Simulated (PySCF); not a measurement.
# Basis and Hamiltonian dependence of the ionisation energy of Al(2+)

Al(2+) [Ne] 3s1 (2S) → Al(3+) [Ne] (1S). Calculated with PySCF 2.14 from differences of total energies of unrestricted determinants, without spin-orbit coupling. Values in eV.

```json
{"basis": "6-31G*", "Hamiltonian": "non-relativistic", "functions": "18", "UHF": "27.994", "LDA": "n/a", "PBE0": "n/a", "CCSD(T) (valence and next inner shell)": "n/a"}
{"basis": "cc-pV(D+d)Z", "Hamiltonian": "non-relativistic", "functions": "23", "UHF": "28.010", "LDA": "n/a", "PBE0": "n/a", "CCSD(T) (valence and next inner shell)": "n/a"}
{"basis": "jorge-DZP-DKH", "Hamiltonian": "spin-free X2C", "functions": "24", "UHF": "28.034", "LDA": "n/a", "PBE0": "n/a", "CCSD(T) (valence and next inner shell)": "n/a"}
{"basis": "Sapporo-DZP-2012", "Hamiltonian": "spin-free X2C", "functions": "27", "UHF": "28.073", "LDA": "28.797", "PBE0": "n/a", "CCSD(T) (valence and next inner shell)": "n/a"}
{"basis": "ANO-RCC-VTZP", "Hamiltonian": "spin-free X2C", "functions": "34", "UHF": "28.088", "LDA": "28.838", "PBE0": "28.717", "CCSD(T) (valence and next inner shell)": "28.268"}
{"basis": "cc-pVTZ-DK", "Hamiltonian": "spin-free X2C", "functions": "34", "UHF": "28.087", "LDA": "n/a", "PBE0": "n/a", "CCSD(T) (valence and next inner shell)": "n/a"}
{"basis": "aug-cc-pwCVDZ", "Hamiltonian": "non-relativistic", "functions": "36", "UHF": "28.010", "LDA": "28.735", "PBE0": "28.622", "CCSD(T) (valence and next inner shell)": "28.254"}
{"basis": "x2c-TZVPall", "Hamiltonian": "spin-free X2C", "functions": "37", "UHF": "28.070", "LDA": "n/a", "PBE0": "28.697", "CCSD(T) (valence and next inner shell)": "n/a"}
{"basis": "aug-cc-pVTZ-DK", "Hamiltonian": "spin-free X2C", "functions": "50", "UHF": "28.087", "LDA": "28.857", "PBE0": "28.728", "CCSD(T) (valence and next inner shell)": "n/a"}
{"basis": "aug-cc-pV(T+d)Z with one added diffuse shell each of s, p, d, f type", "Hamiltonian": "non-relativistic", "functions": "71", "UHF": "28.039", "LDA": "28.806", "PBE0": "28.677", "CCSD(T) (valence and next inner shell)": "n/a"}
{"basis": "aug-cc-pCVTZ-DK", "Hamiltonian": "spin-free X2C", "functions": "75", "UHF": "28.088", "LDA": "28.868", "PBE0": "28.731", "CCSD(T) (valence and next inner shell)": "28.366"}
{"basis": "def2-QZVPPD", "Hamiltonian": "non-relativistic", "functions": "76", "UHF": "28.040", "LDA": "28.825", "PBE0": "28.685", "CCSD(T) (valence and next inner shell)": "28.347"}
{"basis": "aug-cc-pV(Q+d)Z", "Hamiltonian": "non-relativistic", "functions": "89", "UHF": "28.043", "LDA": "28.831", "PBE0": "28.694", "CCSD(T) (valence and next inner shell)": "n/a"}
{"basis": "dyall-acv3z", "Hamiltonian": "spin-free X2C", "functions": "113", "UHF": "28.089", "LDA": "28.870", "PBE0": "28.734", "CCSD(T) (valence and next inner shell)": "n/a"}
```

Frozen in the all-electron rows: valence: [Ne]; valence and next inner shell: 1s2.

Reference for a calculation without spin-orbit coupling: 28.448 eV (measured, between term centres; NIST).
